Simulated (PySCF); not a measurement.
**Sn⁺: ionisation energy**

Sn⁺ [Kr] 4d10 5s2 5p1 (2P) → Sn²⁺ [Kr] 4d10 5s2 (1S), as a difference of total energies. Calculation: PySCF 2.14, in aug-cc-pVDZ-PP with ECP28MDF (5s4p3d, 32 functions); a scalar-relativistic core potential. Correlated levels: valence: 4s2 4p6 4d10 frozen. The calculations carry no spin-orbit coupling.

```
           method  ionisation energy (eV)
              UHF                  13.720
    MP2 (valence)                  13.853
SCS-MP2 (valence)                  13.835
   CCSD (valence)                  13.922
CCSD(T) (valence)                  13.932
  CCSDT (valence)                  13.937
    FCI (valence)                  13.937
```

Q: How much does correlation contribute at CCSD(T) (valence)?

A: 13.932 − (13.720) = 0.212 eV, measured against UHF.

Errors of the correlated levels include the incompleteness of this basis and the frozen core.

For comparison: 14.282 eV (measured; NIST levels, between the centres of gravity of the two terms).
